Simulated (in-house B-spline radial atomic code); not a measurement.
Orbital energies and mean radii along the 16-electron series, configuration [Ne] 3s2 3p4. The effective charge is n√(-2ε), a non-relativistic measure. Computed with a radial B-spline atomic code at the basis-set limit: non-relativistic Hartree-Fock, average of the configuration, point nuclei.

This level leaves out relativity, spin-orbit splitting included, which matters for heavy ions.

| ion | Z | energy of 2p (Eh) | mean radius of 2p (bohr) | energy of 3p (Eh) | mean radius of 3p (bohr) | effective charge of 2p |
| --- | --- | --- | --- | --- | --- | --- |
| Sc5+ | 21 | -18.641 | 0.30669 | -4.1441 | 1.0607 | 12.212 |
| Ti6+ | 22 | -21.811 | 0.28904 | -5.2409 | 0.97264 | 13.209 |
| V7+ | 23 | -25.235 | 0.2733 | -6.4519 | 0.89873 | 14.209 |
| Cr8+ | 24 | -28.914 | 0.25917 | -7.7764 | 0.83571 | 15.209 |
| Mn9+ | 25 | ? | ? | ? | ? | ? |
| Fe10+ | 26 | -37.028 | 0.23489 | -10.765 | 0.7337 | 17.211 |
| Co11+ | 27 | -41.464 | 0.22437 | -12.428 | 0.69176 | 18.213 |
| Ni12+ | 28 | -46.151 | 0.21475 | -14.203 | 0.65448 | 19.215 |
| Cu13+ | 29 | -51.09 | 0.20592 | -16.09 | 0.6211 | 20.217 |
| Zn14+ | 30 | -56.279 | 0.19779 | -18.089 | 0.59103 | 21.219 |
| Ga15+ | 31 | -61.72 | 0.19027 | -20.201 | 0.5638 | 22.221 |
| Ge16+ | 32 | -67.412 | 0.1833 | -22.423 | 0.539 | 23.223 |
| As17+ | 33 | -73.355 | 0.17683 | -24.758 | 0.51634 | 24.225 |
| Se18+ | 34 | -79.548 | 0.17079 | -27.204 | 0.49553 | 25.227 |
| Br19+ | 35 | ? | ? | ? | ? | ? |
| Kr20+ | 36 | -92.687 | 0.15988 | -32.431 | 0.45862 | 27.23 |
| Rb21+ | 37 | ? | ? | ? | ? | ? |
| Sr22+ | 38 | -106.83 | 0.15027 | -38.104 | 0.4269 | 29.234 |
| Zr24+ | 40 | -121.97 | 0.14176 | -44.223 | 0.39932 | 31.237 |

Fill in the row of Mn9+.

energy of 2p (Eh): -32.845; mean radius of 2p (bohr): 0.24643; energy of 3p (Eh): -9.2141; mean radius of 3p (bohr): 0.78126; effective charge of 2p: 16.21.

Fill in the row of Br19+.

energy of 2p (Eh): -85.992; mean radius of 2p (bohr): 0.16515; energy of 3p (Eh): -29.762; mean radius of 3p (bohr): 0.47635; effective charge of 2p: 26.229.

Fill in the row of Rb21+.

energy of 2p (Eh): -99.632; mean radius of 2p (bohr): 0.15493; energy of 3p (Eh): -35.212; mean radius of 3p (bohr): 0.44219; effective charge of 2p: 28.232.

How does the screening of 2p change?

Z less the effective charge goes from 8.79 at Z = 21 to 8.76 at Z = 40.
